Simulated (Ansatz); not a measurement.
Gas-phase electronic energies from Ansatz, PBE0-D4/def2-TZVP geometries. CBS: MP2 limit from def2 TZ/QZ plus the TZ coupled-cluster correction, frozen cores. This one scheme is used for every species, atoms too. Functionals use def2-TZVPP. Open shells (•) are unrestricted, without spin–orbit coupling. Spin–orbit coupling would lower the free atoms: a little for C, Cl, Si. One conformer a species, not always the lowest.

Consider the atomization: `C=C[SiH](Cl)Cl` → 2 C• + 2 Cl• + 4 H• + Si•.

| level | ΔE (kcal/mol) |
| --- | --- |
| LDA (SPW92) | 914.1 |
| HF/def2-SVP | 608.2 |
| CCSD(T)/def2-SVP | 758.1 |
| SCS-MP2/def2-QZVPP | 809.8 |

Q: What does CCSD(T)/CBS give? (Best estimate.)

A: The calculation gave: +808.2 kcal/mol. The listed levels differ from it by 105.9, -200.0, -50.1, 1.6 kcal/mol.

Q: What do rigid-rotor, harmonic-oscillator terms from PBE0-D4/def2-TZVP frequencies (298.15 K, 1 bar) make of the CCSD(T)/CBS value? (An estimate is asked.)

A: Ansatz gave: ΔZPE = -34.5 kcal/mol, ΔH = +782.1 kcal/mol, ΔS = 929 J/(mol·K), ΔG = +716.0 kcal/mol. Open shells count their whole term as degenerate.

Largest T1 diagnostic among the species: 0.012.

Leaving LDA and LC-ωPBE aside and taking each functional with its dispersion term where it has one, the values, not all of them listed here, spread over 35.2 kcal/mol, from BHLYP-D4 to PBE-D4. LDA lies +98.6 kcal/mol from PBE without D4, its usual overbinding. The D4 term adds +9.7 kcal/mol with B3LYP and +5.1 kcal/mol with PBE0; it sums over pairs of atoms, weighted by their polarisabilities, and B3LYP, whose exchange is more repulsive, gets the larger term.

B3LYP here is the variant with VWN-RPA as its local correlation; programs differ in this.

For atomizations the MP2-based limit and the directly extrapolated one differ by several kJ/mol either way, and by 10 to 25 for some Ge, Se and Sn compounds, so smaller differences from it don't rank the levels.
